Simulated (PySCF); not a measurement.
# Basis and Hamiltonian dependence of the electron affinity of K

K⁻ [Ar] 4s2 (1S) → K [Ar] 4s1 (2S). Calculated with PySCF 2.14 from differences of total energies of unrestricted determinants, without spin-orbit coupling. Values in eV.

| basis | Hamiltonian | functions | UHF | PBE | PBE0 | MP2 (valence) | CCSD(T) (valence) | CCSD(T) (valence and next inner shell) |
| --- | --- | --- | --- | --- | --- | --- | --- | --- |
| def2-TZVPPD | non-relativistic | 36 | -0.184 | 0.466 | 0.440 | 0.197 | 0.445 | 0.445 |
| aug-cc-pVDZ-X2C | spin-free X2C | 36 | -0.091 | 0.526 | 0.489 | 0.259 | 0.480 | n/a |
| ANO-RCC-VTZP | spin-free X2C | 38 | -0.313 | 0.378 | 0.353 | 0.020 | 0.352 | n/a |
| x2c-TZVPPall with one added diffuse shell each of s, p, d type | spin-free X2C | 42 | -0.086 | 0.513 | 0.478 | 0.264 | 0.469 | 0.474 |
| aug-cc-pVTZ-X2C | spin-free X2C | 59 | -0.091 | 0.523 | 0.483 | 0.288 | 0.484 | n/a |
| dyall-av2z | non-relativistic | 66 | -0.081 | 0.516 | 0.480 | 0.219 | 0.490 | n/a |
| def2-QZVPPD | non-relativistic | 70 | -0.189 | 0.462 | 0.434 | 0.209 | 0.438 | 0.448 |
| aug-cc-pwCVTZ-X2C | spin-free X2C | 84 | -0.088 | 0.512 | 0.477 | 0.298 | 0.491 | 0.493 |
| x2c-QZVPPall with one added diffuse shell each of s, p, d, f type | spin-free X2C | 89 | -0.085 | 0.514 | 0.479 | 0.292 | 0.493 | 0.494 |
| aug-cc-pVQZ-X2C | spin-free X2C | 93 | -0.082 | 0.515 | 0.479 | 0.307 | 0.493 | n/a |
| aug-cc-pwCVTZ-X2C with one added diffuse shell each of s, p, d, f type | spin-free X2C | 100 | -0.081 | 0.516 | 0.480 | 0.302 | 0.493 | 0.495 |
| dyall-av3z | non-relativistic | 118 | -0.080 | 0.515 | 0.479 | 0.282 | 0.494 | n/a |
| dyall-acv3z | non-relativistic | 135 | -0.080 | 0.515 | 0.479 | 0.282 | 0.494 | n/a |
| dyall-acv3z | spin-free X2C | 135 | -0.081 | n/a | n/a | 0.282 | 0.493 | n/a |

Extrapolation of CCSD(T) (valence) from aug-cc-pVTZ-X2C and aug-cc-pVQZ-X2C: the correlation parts are 0.576 and 0.575 eV; with the X⁻³ form and unrounded values, (4³ × 0.575 − 3³ × 0.576)/(4³ − 3³) = 0.575 eV, and adding the Hartree-Fock value -0.082 eV of the larger basis gives 0.492 eV.

Frozen in the all-electron rows: valence: [Ar]; valence and next inner shell: [Ne].

Non-relativistic rows lack the scalar-relativistic shift.

In most of these bases the highest occupied level of the anion is positive at PBE, PBE0, so the basis helps to hold the electron.

Reference for a calculation without spin-orbit coupling: 0.501 eV (measured; photodetachment measurements, as compiled on the Wikipedia data page of electron affinities).
